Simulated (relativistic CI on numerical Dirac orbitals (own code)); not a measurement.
**One change at a time: Ho⁴⁰⁺**

Base calculation: Dirac-Coulomb-Breit CI, KLI orbitals optimised for each configuration, a model potential for QED, unscaled Slater integrals.

CI space (outside the closed core [Ne]): 3s2.3p6.3d9, 3s2.3p5.3d10, 3s.3p6.3d10, 3s2.3p6.3d8.4s, 3s2.3p6.3d8.4p, 3s2.3p6.3d8.4d, 3s2.3p4.3d10.4s, 3s2.3p4.3d10.4p, 3s2.3p5.3d9.4s, 3s2.3p6.3d8.4f, 3s2.3p4.3d10.4d, 3s2.3p5.3d9.4p, 3s.3p5.3d10.4s, 3s.3p5.3d10.4p, 3s2.3p6.3d7.4s2, 3s2.3p5.3d9.4d. Levels of other configurations are missing.

Variants: (1) P86 correlation estimate; (2) non-relativistic limit; (3) one mean potential for all configurations. Shifts of the energy above 3s2.3p6.3d9 2D_5/2, in eV, for the lowest level and the first level of each name with at least 55 % of one term (blank where a level changes its place among those of its configuration and J or its character, or is not in the variant):

```
                 Level     Base   Δ(1)     Δ(2)   Δ(3)
    3s2.3p6.3d9 2D_5/2     0.00   0.00     0.00   0.00
    3s2.3p6.3d9 2D_3/2    40.88   0.00   -40.88  +0.01
  3s2.3p5.3d10 2P°_3/2   374.19  +0.24   -52.01  -0.08
  3s2.3p5.3d10 2P°_1/2   563.20  +0.24  -241.02  -0.09
    3s.3p6.3d10 2S_1/2   766.76  +0.40  -264.61  +0.03
 3s2.3p6.3d8.4s 4F_9/2  1218.36  +1.87  +105.01  +1.75
 3s2.3p6.3d8.4s 2F_7/2  1221.05  +1.87           +1.80
 3s2.3p6.3d8.4s 4F_7/2  1258.57  +1.87           +2.00
 3s2.3p6.3d8.4s 4F_5/2  1259.14  +1.87           +2.01
 3s2.3p6.3d8.4s 4P_3/2  1271.21  +1.88   +63.92       
 3s2.3p6.3d8.4s 2G_9/2  1272.22  +1.87   +68.81  +1.87
 3s2.3p6.3d8.4s 2G_7/2  1272.65  +1.87   +68.38  +1.88
 3s2.3p6.3d8.4s 2P_1/2  1272.98  +1.88   +66.05  +1.90
3s2.3p6.3d8.4p 2P°_1/2  1322.82  +1.96           +1.47
```

At this charge energies of transitions that change n are usually good to better than 1 %, and those within a shell (Δn = 0) to a few per cent.

Ionisation energy from the two ground configurations alone: base 3124.37 eV; P86 correlation estimate 3126.55 eV. The NIST ASD value (theoretical) is 3125 eV.

LS names give the leading component of a level, which can be under half, so a name can repeat, a term be missing and a line seem to break the LS rules.
